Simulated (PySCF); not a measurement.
PBE0 on Pd⁻ (palladium, charge -1), [Kr] 4d10 5s1, 2S determinant. Computed with PySCF 2.14 in aug-cc-pV5Z-PP with ECP28MDF, with a scalar-relativistic core potential.

```
cycle= 1 E= -127.451810581325  delta_E= -0.0105  |g|= 0.132  |ddm|= 1.03
cycle= 2 E= -127.435539401375  delta_E= 0.0163  |g|= 0.268  |ddm|= 0.801
cycle= 3 E= -127.458102527609  delta_E= -0.0226  |g|= 0.0136  |ddm|= 0.217
cycle= 4 E= -127.45826180046  delta_E= -0.000159  |g|= 0.0064  |ddm|= 0.163
cycle= 5 E= -127.458282657218  delta_E= -2.09e-05  |g|= 0.00114  |ddm|= 0.0418
cycle= 6 E= -127.458283495583  delta_E= -8.38e-07  |g|= 6.85e-05  |ddm|= 0.0048
cycle= 7 E= -127.45828350921  delta_E= -1.36e-08  |g|= 9.55e-06  |ddm|= 0.000968
cycle= 8 E= -127.458283509564  delta_E= -3.54e-10  |g|= 1.8e-06  |ddm|= 0.000244
converged SCF energy = -127.458283509564  <S^2> = 0.7527986  2S+1 = 2.0027966
```

Highest occupied orbital energy: 0.830 eV; ⟨L²⟩ = 0.00; populations by l: s 3.00, p 6.00, d 10.00, f 0.00.

(1) Can this result be used?

Answers

(1) With care. Self-consistency was reached. Energies and moments cover only the electrons outside the core potential. At PBE0 the highest occupied level has a positive energy, so only the finite basis holds that electron; in a semilocal or global hybrid functional this comes from self-interaction and does not mean that the real anion is unbound.
